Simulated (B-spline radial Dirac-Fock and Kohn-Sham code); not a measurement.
**Elastic and transport cross sections of helium for electrons**

Method: relativistic (Dirac) partial waves in the static field of the Dirac-Fock atom with Furness-McCarthy exchange, without polarisation or absorption potentials. Computed with a radial atomic solver. σ_tr1 and σ_tr2 weight the cross section with 1 − P₁ and 1 − P₂ of cos θ; "backward" is the share scattered beyond 90°.

```
energy (eV)   σ (a₀²)  σ_tr1 (a₀²)  σ_tr2 (a₀²)  σ/σ_tr1  backward (%)
      11100    0.0141     0.000226     0.000564     62.3          0.13
      12100    0.0129     0.000193     0.000484     67.0          0.12
      15200    0.0104     0.000128     0.000322     81.5         0.097
      15900   0.00995     0.000118     0.000297     84.7         0.092
      20000   0.00800     7.74e-05     0.000197      103         0.072
      25100   0.00646     5.13e-05     0.000132      126         0.057
      30000   0.00548     3.71e-05     9.57e-05      148         0.047
      31700   0.00521     3.36e-05     8.68e-05      155         0.044
      37500   0.00447     2.48e-05     6.44e-05      180         0.036
      50000   0.00347     1.48e-05     3.87e-05      234         0.026
      54900   0.00320     1.25e-05     3.28e-05      256         0.023
      62900   0.00285     9.81e-06     2.59e-05      290         0.020
      67500         ?            ?            ?        ?             ?
      76600   0.00242     6.92e-06     1.84e-05      350         0.016
      84900   0.00223     5.77e-06     1.54e-05      386         0.014
      87000   0.00219     5.53e-06     1.47e-05      395         0.013
     100000   0.00196     4.34e-06     1.16e-05      453         0.011
     106000   0.00188     3.92e-06     1.05e-05      479         0.010
     200000   0.00122     1.33e-06     3.64e-06      916        0.0043
     300000  0.000978     6.87e-07     1.90e-06     1420        0.0023
```

Q: Fill in the row for 67.5 keV.

A: σ = 0.00268 a₀², σ_tr1 = 8.65e-06 a₀², σ_tr2 = 2.29e-05 a₀², σ/σ_tr1 = 310, backward 0.018 %. The ratio σ/σ_tr1 is roughly the number of elastic collisions that randomise the direction.
